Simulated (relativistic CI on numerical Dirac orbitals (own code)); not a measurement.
**Pt³⁺: 5p photoemission**

Computed with this model: Dirac-Coulomb-Breit CI, KLI orbitals optimised for each configuration, model QED, multiplet model of photoemission in the sudden approximation, unscaled Slater integrals; configurations [Xe] 4f14 5d7 → [Kr] 4d10 4f14 5s2 5p5 5d7; 300 K; Lorentzian 1.5 eV and Gaussian 0.6 eV FWHM. Energies are those of the free ion, without screening or charge transfer. The energies are binding energies and can lie tens of eV above those of solids. S is read from ⟨S²⟩ = S(S + 1).

Field parameters in Wybourne normalisation: Oh B⁴₀ = 21Dq, B⁴₄ = √(5/14) B⁴₀. The field is a parameter set, without covalency.

free ion: ground-state S = 1.40, centroid 102.38 eV. Peaks (eV, height): 91.8 (100), 94.4 (87), 97.0 (29), 99.4 (30), 101.4 (38), 104.6 (35), 115.2 (57), 118.0 (57).

Oh, 10Dq = 7000 cm⁻¹: ground-state S = 1.44, centroid 102.40 eV. Peaks (eV, height): 91.8 (100), 94.4 (77), 97.8 (28), 99.4 (29), 101.8 (32), 104.8 (28), 115.2 (48), 118.4 (46).

Oh, 10Dq = 19350 cm⁻¹: ground-state S = 1.00, centroid 102.49 eV. Peaks (eV, height): 94.0 (100), 98.8 (36), 101.4 (30), 115.6 (48), 118.4 (29).

Oh, 10Dq = 31700 cm⁻¹: ground-state S = 0.65, centroid 102.59 eV. Peaks (eV, height): 94.2 (100), 99.2 (33), 102.8 (20), 112.8 (41), 117.0 (26).

Oh, 10Dq = 44050 cm⁻¹: ground-state S = 0.56, centroid 102.63 eV. Peaks (eV, height): 94.6 (100), 99.4 (32), 104.6 (14), 109.0 (9), 112.8 (41), 118.6 (16).

Strongest unbroadened transitions for Oh, 10Dq = 44050 cm⁻¹:

| Energy (eV) | Relative strength |
| --- | --- |
| 93.68 | 33.4 |
| 94.11 | 100.0 |
| 94.57 | 55.6 |
| 94.72 | 82.3 |
| 95.23 | 16.1 |
| 95.28 | 12.1 |
| 95.45 | 17.2 |
| 95.81 | 59.6 |
| 96.63 | 33.8 |
| 96.86 | 13.3 |
| 99.41 | 42.6 |
| 112.32 | 17.5 |
| 112.38 | 12.7 |
| 112.54 | 48.8 |
| 113.37 | 37.1 |
| 114.48 | 39.7 |
| 115.19 | 15.5 |
| 119.04 | 20.0 |
